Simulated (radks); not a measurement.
Q: Radial electron density D(r) = 4 pi r^2 rho(r) of an atom or ion with 57 electrons. Method: scalar-relativistic Kohn-Sham, AM05, spin-polarised, spherical densities, finite nucleus; Fermi nuclear charge, rms radius of each element as measured or else 0.836 A^(1/3) + 0.57 fm; computed with a radial shooting solver on a logarithmic mesh with Libxc functionals.

r (bohr),D(r) (e/bohr),spin D(r)
0.001167,3.588,-0.0000245
0.001569,5.856,-0.0000399
0.002127,9.520,-0.0000648
0.002859,14.95,-0.000101
0.003844,22.79,-0.000154
0.005168,33.40,-0.000226
0.006949,46.47,-0.000316
0.009417,60.68,-0.000426
0.01266,71.84,-0.000555
0.01702,76.30,-0.000745
0.02289,72.82,-0.00110
0.03077,67.30,-0.00170
0.0417,71.53,-0.00196
0.05607,88.50,0.000779
0.07538,100.2,0.0119
0.1013,88.62,0.0350
0.1374,73.53,0.0629
0.1847,82.54,0.0827
0.2483,80.81,0.134
0.3338,46.55,0.330
0.4488,31.24,0.708
0.6082,36.50,0.996
0.8177,24.18,0.890
1.099,11.34,0.694
1.478,8.214,0.793
1.987,5.193,0.962
2.693,1.936,0.795
3.621,0.5540,0.411
4.868,0.1343,0.127
6.546,0.02046,0.0204
8.8,0.001364,0.00136

What is the nuclear charge?

A: Z = 58. The innermost maximum, from 1s, lies near gamma/Z bohr with gamma = sqrt(1 - (Z/c)^2) = 0.906, here 0.0156 bohr (found: 0.0172), and its height grows with Z. The density is that of the cerium ion Ce+ in [Xe] 4f1 5d2; the configuration itself is not fixed sharply by these data, and Z only to a few units. D(r) has 4 maxima, at r = 0.0172, 0.0760, 0.213, 0.594 bohr, and minima at 0.0331, 0.141, 0.435 bohr, inside which lie 1.96, 11.14, 29.00 electrons.
